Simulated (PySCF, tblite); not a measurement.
Bond stretch in MgH, doublet.

Levels: GFN2-xTB, 300 K electronic temperature (tblite); UCCSD(T) = CCSD(T) on UHF/6-31G, 1 core orbital frozen (PySCF).

Energies relative to the lowest point of each curve near equilibrium, in kJ/mol; the last columns give the difference from UCCSD(T):

```tsv
R / Å	GFN2-xTB	UCCSD(T)	GFN2-xTB − UCCSD(T)
1.31	111.0	146.9	-35.8
1.40	61.0	85.8	-24.8
1.48	34.4	49.0	-14.6
1.59	13.7	18.2	-4.5
1.62	10.2	12.9	-2.7
1.69	4.3	4.4	-0.1
1.74	1.9	1.3	0.6
1.80	0.3	0.0	0.3
1.84	0.0	0.4	-0.4
1.91	0.6	3.1	-2.5
2.00	2.8	9.2	-6.4
2.17	9.8	25.3	-15.5
2.33	21.2	41.6	-20.4
2.63	49.1	65.4	-16.2
2.86	74.1	74.8	-0.7
3.11	103.0	78.9	24.2
3.49	146.9	79.8	67.1
3.88	187.2	79.3	107.9
4.29	220.3	78.9	141.4
4.73	—	78.8	—
5.25	—	78.8	—
6.11	—	78.9	—
6.91	—	79.0	—
```

GFN2-xTB is furthest from UCCSD(T) at 4.29 (141.4 kJ/mol, above); its mean absolute difference over the points is 25.6 kJ/mol.

Dashes: no converged value, or the column stops at the first point that the program doubted or that broke a chosen test of continuity, which isn't proof of a fault.

The unrestricted determinant behind UCCSD(T) is spin-contaminated at 2.33 to 3.11 Å (<S²> up to 0.9, against 0.75 for a pure doublet).
